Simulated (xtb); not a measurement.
xtb input (GFN-FF):

```bash
xtb mol.xyz --gfnff --opt tight --chrg 0 --uhf 0
```
mol.xyz:
```
10

O     -2.87744110     0.01366785     0.10108136
C     -1.94775120    -0.75697699     0.05935254
C     -0.53504450    -0.34402791     0.01469319
C     -0.09071362     0.95251776     0.01445650
S      1.61247492     0.98325368    -0.04491507
C      1.62296664    -0.75503532    -0.06585913
N      0.45087463    -1.30128969    -0.03121672
H     -2.09422763    -1.85295898     0.05151674
H     -0.69078089     1.84628298     0.04608195
H      2.55207220    -1.30456311    -0.10495011
```

End of the output:

```
         :::::::::::::::::::::::::::::::::::::::::::::::::::::
         ::                     SUMMARY                     ::
         :::::::::::::::::::::::::::::::::::::::::::::::::::::
         :: total energy              -1.933501681783 Eh    ::
         :: gradient norm              0.000291854515 Eh/a0 ::
         ::.................................................::
         :: bond energy               -1.992115255767 Eh    ::
         :: angle energy               0.004221508365 Eh    ::
         :: torsion energy             0.000000000000 Eh    ::
         :: repulsion energy           0.134571837800 Eh    ::
         :: electrostat energy        -0.075343928171 Eh    ::
         :: dispersion energy         -0.006006779091 Eh    ::
         :: HB energy                 -0.000028885372 Eh    ::
         :: XB energy                  0.000000000000 Eh    ::
         :: bonded atm energy          0.001199820452 Eh    ::
         :: external energy            0.000000000000 Eh    ::
         :: add. restraining           0.000000000000 Eh    ::
         :: total charge               0.000000000000 e     ::
         :::::::::::::::::::::::::::::::::::::::::::::::::::::

           -------------------------------------------------
          |                Property Printout                |
           -------------------------------------------------

molecular dipole:
                 x           y           z       tot (Debye)
 q only:        1.429      -0.026      -0.050       3.634
           -------------------------------------------------
          |                Geometry Summary                 |
           -------------------------------------------------

      molecular mass/u    :      113.1376614
   center of mass at/Å    :        0.0175926       0.0166527      -0.0004199
  moments of inertia/u·Å² :        0.8083384E+02   0.3150040E+03   0.3958379E+03
rotational constants/cm⁻¹ :        0.2085467E+00   0.5351561E-01   0.4258722E-01

 * 9 selected distances

     #   Z          #   Z                                           value/Å
Note: The following floating-point exceptions are signalling: IEEE_UNDERFLOW_FLAG IEEE_DENORMAL
normal termination of xtb
     1   8 O        2   6 C                                       1.2001740
     3   6 C        4   6 C                                       1.3592831
     4   6 C        5  16 S                                       1.7101355
     5  16 S        6   6 C                                       1.7388291 (max)
     3   6 C        7   7 N                                       1.3818378
     6   6 C        7   7 N                                       1.2844851
     2   6 C        8   1 H                                       1.0814984
     4   6 C        9   1 H                                       1.0732335 (min)
     6   6 C       10   1 H                                       1.0751732

 * 5 distinct bonds (by element types)

   Z      Z             #   av. dist./Å        max./Å        min./Å
   1 H    6 C           3     1.0766350     1.0814984     1.0732335
   6 C    6 C           1     1.3592831     1.3592831     1.3592831
   6 C    7 N           2     1.3331614     1.3818378     1.2844851
   6 C    8 O           1     1.2001740     1.2001740     1.2001740
   6 C   16 S           2     1.7244823     1.7388291     1.7101355

optimized geometry written to: xtbopt.xyz

           -------------------------------------------------
          | TOTAL ENERGY               -1.933501681783 Eh   |
          | GRADIENT NORM               0.000291854515 Eh/α |
           -------------------------------------------------
########################################################################
[WARNING] Runtime exception occurred
-1- gfnff_setup: Could not read topology file.
########################################################################

------------------------------------------------------------------------
------------------------------------------------------------------------
 total:
 SCF:
 ANC optimizer:
```
